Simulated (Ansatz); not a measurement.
Reaction (formal exchange of groups at a C–Al bond): `C=[C]1[O][Al]1[CH3]` + `CBS[SiH3]` → `CBS[SiH2]C` + `C=[C]1[O][AlH]1`

Program: Ansatz. Geometries: PBE0-D4/def2-TZVP. ΔE: electronic, gas phase. CBS: MP2 limit from def2 TZ/QZ plus the TZ coupled-cluster correction, frozen cores. DFT in def2-TZVPP. B3LYP here is the variant with VWN-RPA as its local correlation; programs differ in this. Each species was taken in one conformer, which may not be the lowest.

| level | ΔE (kJ/mol) |
| --- | --- |
| B97M-V | -2.8 |
| B3LYP-D4 | 6.0 |
| r2SCAN0-D4 | 6.2 |
| ωB97M-V | 5.2 |
| revPBE | 10.9 |
| r2SCANh | 7.4 |
| SCS-MP2/def2-TZVPP | 5.3 |
| SCS-MP2/def2-QZVPP | 4.6 |

**Question.** What does CCSD(T)/CBS give? (Best estimate.)

**Answer.** Computed: +4.4 kJ/mol. The listed levels differ from it by -7.2, 1.6, 1.8, 0.8, 6.5, 3.0, 0.9, 0.2 kJ/mol.

Largest T1 diagnostic among the species: 0.018.

From BLYP to BHLYP (50 % exact exchange), in def2-TZVPP and without D4, ΔE moves by −3.3 kJ/mol. Leaving LDA and LC-ωPBE aside and taking each functional with its dispersion term where it has one, the values, not all of them listed here, spread over 11.2 kJ/mol, from B97M-V to B2PLYP. LDA lies −3.8 kJ/mol from PBE without D4. The D4 term adds −4.8 kJ/mol with B3LYP and −2.7 kJ/mol with PBE0; it sums over pairs of atoms, weighted by their polarisabilities, and B3LYP, whose exchange is more repulsive, gets the larger term.
